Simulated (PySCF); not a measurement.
Stepwise substitution at one centre (Ga F-NH2). Isolated molecules, 0 K electronic values unless said otherwise. One relaxed conformer stands for each flexible species; it need not be the lowest. Strings in code marks are SMILES.

The S1–T1 gap (TDA) from two functionals at the same geometries (PBE0-D4/def2-TZVP), both in PySCF: PBE-D3(BJ)/def2-TZVP and B3LYP-D3(BJ)/def2-TZVP. B3LYP has the VWN-RPA correlation part, as in Gaussian. Excitations are Tamm–Dancoff values on a coarser integration grid. The basis has no diffuse functions, so Rydberg states are missing or too high.

```csv
species,B3LYP-D3(BJ)/def2-TZVP (eV)
0 of 3 F replaced by NH2 (`[F][Ga]([F])[F]`),0.36
1 of 3 F replaced by NH2,0.58
2 of 3 F replaced by NH2 (`[NH2][Ga]([NH2])[F]`),0.50
3 of 3 F replaced by NH2 (`[NH2][Ga]([NH2])[NH2]`),0.44
```

What does PBE-D3(BJ)/def2-TZVP give for each?


- 0 of 3 F replaced by NH2 (`[F][Ga]([F])[F]`): 0.33
- 1 of 3 F replaced by NH2: 0.52
- 2 of 3 F replaced by NH2 (`[NH2][Ga]([NH2])[F]`): 0.43
- 3 of 3 F replaced by NH2 (`[NH2][Ga]([NH2])[NH2]`): 0.33
Over these rows, drawn at random from the members with no instability flagged (it was tested for open shells, ions and some series alone), PBE minus B3LYP-D3(BJ): mean -0.07 eV, from -0.10 eV to -0.04 eV.
